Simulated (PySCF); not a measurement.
Match the calculated data to a structure.

All candidates are C6H6O2.

| technique | computed result |
| --- | --- |
| Dipole | 5.02 D [CAM-B3LYP/def2-SVPD] |
| Polarisability | 78.3 au [CAM-B3LYP/def2-SVPD] |
| UV, first state | lowest singlet excitation: 4.53 eV (274 nm, f = 0.185) [TDDFT CAM-B3LYP/def2-SVPD] |
| Rotational structure | rotational constants A, B, C: 3.613, 2.037, 1.313 GHz [PBE0-D3(BJ)/def2-SVP] |

The electronic properties come from PySCF, for the isolated species, density fitting. Levels stand in brackets. Geometry: PBE0-D3(BJ)/def2-SVP; no solvent, vibrations or thermal averaging.

Task: Which candidate is it?
A. `C#CCC(=C)OC=O`
B. `Cc1cccc(=O)o1`
C. `C#C/C=C\OCC=O`

Result: B. It is `Cc1cccc(=O)o1`. Numbering: `[CH3:1][c:2]1[cH:3][cH:4][cH:5][c:6](=[O:7])[o:8]1`. Its formula, C6H6O2, gives 4 degrees of unsaturation: 1 ring and 3 π bonds in the structure found (Kekulé form). S1 is mainly HOMO→LUMO (weight 0.97); the largest Löwdin shares of the orbital it empties are 0.20 on an unsaturated ring CH carbon, 0.19 on an unsaturated ring CH carbon, 0.16 on the unsaturated ring carbon and 0.16 on the carbonyl oxygen, of the orbital it fills 0.24 on an unsaturated ring CH carbon, 0.17 on an unsaturated ring CH carbon, 0.15 on the unsaturated ring carbon and 0.10 on the ring oxygen. By its constants the optimised geometry is an asymmetric top.

The others, at the same levels:
- `C#CCC(=C)OC=O` fails: its computed lowest singlet excitation is 5.60 eV (221 nm, f = 0.002) (against 4.53 eV), static isotropic polarisability is 76.7 au (against 78.3 au) and rotational constant A is 4.072 GHz (against 3.613 GHz).
- `C#C/C=C\OCC=O` fails: its computed lowest singlet excitation is 4.27 eV (290 nm, f = 0.000) (against 4.53 eV), static isotropic polarisability is 83.6 au (against 78.3 au) and rotational constant A is 5.436 GHz (against 3.613 GHz).

Each candidate is one conformer, not necessarily the lowest. The conformers computed, where there is a choice (atom-mapped SMILES and torsion angles):
- `[CH:1]#[C:2][CH2:3][C:4](=[CH2:5])[O:6][CH:7]=[O:8]`: C2–C3–C4–C5 117°, C3–C4–O6–C7 174°, C4–O6–C7–O8 2°
- `[CH:1]#[C:2]/[CH:3]=[CH:4]\[O:5][CH2:6][CH:7]=[O:8]`: C3–C4–O5–C6 180°, C4–O5–C6–C7 -178°, O5–C6–C7–O8 179°
